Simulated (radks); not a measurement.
The nuclear charge of the cobalt ion Co2+ is varied continuously with 25 electrons held in [Ar] 3d7. Method: non-relativistic Kohn-Sham, LDA (Slater exchange, Perdew-Wang correlation), spin-polarised, spherical densities, point nucleus; open shells are filled with parallel spins first; computed with a radial shooting solver on a logarithmic mesh with Libxc functionals. By the Hellmann-Feynman theorem dE/dZ = E(electron-nucleus)/Z, the electronic potential at the nucleus.

Z     E (hartree)  E(electron-nucleus)/Z (hartree)  HOMO  e(HOMO) (eV)  <r> HOMO (bohr)
26    -1260.91607                         -115.381    3d       -10.402            1.258
26.5  -1319.33519                         -118.292    3d       -17.536            1.130
27    -1379.20567                         -121.188    3d       -25.881            1.037
27.5  -1440.52105                         -124.072    3d       -35.326           0.9640
28    -1503.27660                         -126.949    3d       -45.792           0.9042

The central difference of E at Z = 27 is -121.186 hartree, to compare with the third column; the second derivative is -5.78 hartree.
